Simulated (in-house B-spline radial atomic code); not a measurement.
# RPA and G0W0 on Hartree-Fock: Eu⁺

Configuration [Xe] 4f7 6s1, highest spin, mean-field start Hartree-Fock. Computed with a B-spline radial code for spherical atoms: all electrons, scalar-relativistic (spin-free one-electron X2C), finite nucleus, each spin shell either full or empty, empty states to l = 9 with an (l + 1/2)⁻⁴ tail; G0W0 by contour deformation at full frequency.

Without the two-electron picture change, the correlation of inner shells comes somewhat too large for so heavy an element.

RPA overbinds a lone outer s electron by self-correlation, and G0W0 tends to as well.

Command:
```bash
python run_gw.py task.json out
```
Settings (radii: box in bohr, nucleus in fm):
```
Z                        63
electrons                62
configuration            [Xe] 4f7 6s1
hamiltonian              x2c
method                   hf
lmax                     9
rms_radius               5.1115
spin_polarised           True
box_radius               23.78
intervals                70
ion_configuration        [Xe] 4f7
```

Cost of the run: 22 s on 1 thread of Arm Neoverse N1, on a shared host.

Energies (hartree):

| term | value |
| --- | --- |
| mean-field total | -10839.50868 |
| Hartree-Fock functional on these orbitals | -10839.50868 |
| direct second order | -5.5212 |
| second-order exchange | 1.4796 |
| SOSEX correction | 1.3855 |

Question: What is the RPA correlation energy, and what remains with SOSEX?

Answer: RPA gives -4.8673 hartree (-2.14 eV per electron); RPA + SOSEX gives -3.4818, and the second-order doubles (MP2) -4.0415 hartree. RPA lacks exchange-type terms and so overcorrelates at short range.

Quasi-particle levels (eV):

| level | occupied | mean field | Σx - vxc | Σc | QP weight | G0W0 |
| --- | --- | --- | --- | --- | --- | --- |
| 6s up | yes | -10.485 | 0.00 | ? | ? | ? |
| 4f up | yes | -20.471 | 0.00 | 2.34 | 0.916 | -18.133 |
| 5p down | yes | -33.63 | 0.00 | -0.65 | 0.931 | -34.28 |
| 6s down | no | -4.504 | 0.00 | -0.97 | 0.959 | -5.473 |

G0W0 = mean field + (Σx - vxc) + Σc, with Σc (partial-wave tail included) taken at the quasi-particle energy. Only the outer levels were computed. Levels of low weight are left out.

Question: Where does G0W0 put 6s up?

Answer: At -11.388 eV, with Σc = -0.90 eV and a quasi-particle weight of 0.965. The tabulated removal energy is 11.24 ± 0.006 eV (NIST, semi-empirical); the calculation leaves out spin-orbit coupling, Breit and QED terms, and what these don't explain is the method's own error.

Question: What does it cost to remove one electron (to [Xe] 4f7) by differences of total energies, each species on its own start (correlation terms add to the Hartree-Fock functional)?

Answer: Hartree-Fock functional 10.452 eV, + RPA 11.288 eV, + RPA + SOSEX 10.967 eV, + second order 11.334 eV. Tabulated: 11.24 ± 0.006 eV (NIST, semi-empirical); the calculation leaves out spin-orbit coupling, Breit and QED terms, and what these don't explain is the method's own error.
